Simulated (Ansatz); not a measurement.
Q: Name a neutral molecule of C, F, O, Ti and H with HOMO–LUMO gap (ωB97M-V/def2-TZVPP) between 11.45 and 11.75 eV and HOMO energy (B3LYP/def2-TZVPP) between -7.85 and -7.55 eV (Ansatz, PBE0-D4/def2-TZVP geometry).

A: `CC[O][Ti]([F])([O]CC)[O]CC` (11.56 eV, -7.64 eV). Other molecules can fit too; these were computed, each in one conformer that needn't be the lowest.

B3LYP here is the variant with VWN-RPA as its local correlation; programs differ in this.
